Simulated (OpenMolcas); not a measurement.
# Tm2+: moving the ligands

Tm2+ with its 8 nearest fluoride ions at 2.545 Å, on the Ba site of BaF2 (a = 6.2001 Å, distance in the model lattice 2.685 Å). The rest of the host is ab initio model potentials to 7.6 Å and point charges beyond; the distance is set by hand and nothing relaxes. Ligand basis ANO-RCC-VDZP.

| Item | Value |
| --- | --- |
| Program | OpenMolcas 26.06 |
| Method | CASSCF |
| Basis | ANO-RCC-VDZP [7s6p4d2f1g] |
| Scalar Hamiltonian | DKH2, point nucleus |
| Active space | 13 electrons in 7 orbitals (4f) |
| State averaging | 2S+1 = 2 odd, 7 roots |
| Spin-orbit coupling | RASSI with atomic mean-field integrals over the reference wave functions |

Runs around this geometry, states (labels of O, the rotations of Oh). Energies in cm-1 above the lowest state or level, χT in cm3 K/mol.

| R (Å) | Ground state | First state of that spin | First gap with spin-orbit (degeneracies) | Width of lowest J | χT at 300 K |
| --- | --- | --- | --- | --- | --- |
| 2.47 | 2A2 | 2T2 444.0 | 281.5 (2, 4) | 306 | 2.437 |
| 2.545 | 2A2 | 2T2 360.9 | 230.4 (2, 4) | 254 | 2.483 |
| 2.685 | 2A2 | 2T2 250.9 | 162.3 (2, 4) | 183 | 2.530 |

Taking the width of the lowest J multiplet as R^-n, n = -ln(183 / 306) / ln(2.685 / 2.47) = 6.2 between the shortest and longest distance.

Without dynamic correlation the ligand-field splitting of an f shell can come out too small, at times by half. No measured value stands beside these numbers; the geometry was set by hand and not optimised.
